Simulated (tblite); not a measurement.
Distances in Å between the heavy atoms of a computed structure (GFN2-xTB; lower triangle, same order across):
```
C1    0.00
C2    1.20  0.00
C3    2.64  1.45  0.00
C4    3.50  2.47  1.54  0.00
N5    4.78  3.67  2.41  1.45  0.00
C6    5.91  4.88  3.74  2.43  1.43  0.00
Si7   5.10  4.00  2.76  2.66  1.72  2.81  0.00
C8    3.52  2.47  1.52  2.47  2.58  4.00  1.88  0.00
C9    3.67  2.91  2.50  3.71  3.89  5.29  2.89  1.32  0.00
```

Hydrogens: 1 on C1, 1 on C3, 2 on C4, 3 on C6, 2 on Si7, 2 on C9.

Charge 0, singlet.

Task: Which heavy atoms are bonded, and with what formal order?

Result: C1–C2 (triple); C2–C3 (single); C3–C4 (single); C4–N5 (single); N5–C6 (single); N5–Si7 (single); Si7–C8 (single); C8–C9 (double); C3–C8 (single).

Task: Write the SMILES.

Result: `C#CC1CN(C)[SiH2]C1=C`, C7H11NSi. The mark at the stereocentre is left out: distances alone don't tell a structure from its mirror image. Among its features: alkyne, C=C double bond, Si–H bond and C–Si bond.

Task: Which rings does it hold (smallest set)?

Result: C3–C4–N5–Si7–C8 (5 members, 0.13 Å rms from planarity).

Task: Classify the heavy atoms.

Result: C1: terminal alkyne carbon; C2: alkyne carbon; C3: allylic carbon; C4: sp3 carbon bound to nitrogen; N5: silicon-bound nitrogen; C6: N-methyl carbon; Si7: SiH2 silicon; C8: fully substituted alkene carbon; C9: terminal =CH2 carbon.
